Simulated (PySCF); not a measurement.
## Löwdin shares of the frontier orbitals

C4H6F2O2Si.
Atom-mapped SMILES: `[CH2:1]=[C:2]1[O:3][SiH2:4][C@@H:5]([CH:6]([F:7])[F:8])[O:9]1` (hydrogens: H10, H11 on C1; H12, H13 on Si4; H14 on C5; H15 on C6)

Theory: TDDFT CAM-B3LYP/def2-SVPD, vertical, gas phase, core orbitals frozen in the response in PySCF 2.14.0, density-fitted response routines. One conformer (not necessarily the lowest) at the GFN2-xTB geometry, without solvent, vibrations or thermal averaging. Torsions of this conformer, `[CH2:1]=[C:2]1[O:3][SiH2:4][C@@H:5]([CH:6]([F:7])[F:8])[O:9]1`: Si4–C5–C6–F7 37°.

Frontier orbitals with the atoms that hold most of them (Löwdin shares over 4%, at most four atoms; ? is withheld):

```csv
orbital,ε (eV),atoms
LUMO+2,1.43,"Si4 45%, H13 13%, H12 10%, O3 9%"
LUMO+1,1.11,"Si4 32%, H13 11%, H14 10%, C5 8%"
LUMO,0.43,?
HOMO,-7.82,?
HOMO-1,-10.54,"O9 20%, C5 20%, Si4 14%, O3 13%"
HOMO-2,-10.97,"O9 21%, C5 19%, O3 17%, Si4 16%"
HOMO-3,-11.93,"O9 20%, O3 17%, F7 14%, F8 9%"
```

**Question.** Give the leading atoms of the HOMO.

**Answer.** C1 (bonded to C and 2 H) 40%; C2 (bonded to C and 2 O) 24%; O9 (bonded to 2 C) 13%; O3 (bonded to C and Si) 11%. By element: carbon 63% or more, oxygen 24%.

**Question.** Which atoms hold the LUMO, and with what shares?

**Answer.** Si4 (bonded to C, O and 2 H) 39%; H13 (bonded to Si) 11%; H12 (bonded to Si) 11%; O3 (bonded to C and Si) 10%. By element: silicon 39%, hydrogen 22% or more, oxygen 10% or more.

**Question.** The HOMO–LUMO gap is 8.25 eV. Where does the response calculation put the lowest singlet, and from which orbitals?

**Answer.** S1 is at 5.52 eV (f = 0.0049), 2.73 eV below the gap, made of HOMO→LUMO (92%). Without the coupling terms of the response equations the lowest excitation would equal the gap.

**Question.** Give energy, strength and leading configuration of S1 and S7, and follow the Löwdin shares of the leading atoms from the occupied to the empty orbital.

**Answer.** 
- S1 (5.52 eV, f 0.0049), HOMO→LUMO (92%): C1 40% → at most 11%, C2 24% → at most 11%, Si4 at most 11% → 39%, H13 at most 11% → 11%
- S7 (7.52 eV, f 0.013), HOMO-1→LUMO (74%): O9 20% → at most 11%, C5 20% → at most 11%, Si4 14% → 39%, H13 at most 14% → 11%

The run took 2.3 min wall (grids of density and orbitals included) on one thread of an Arm Neoverse N1, no GPU, shared host, and the process peaked at 1.1 GiB of memory.
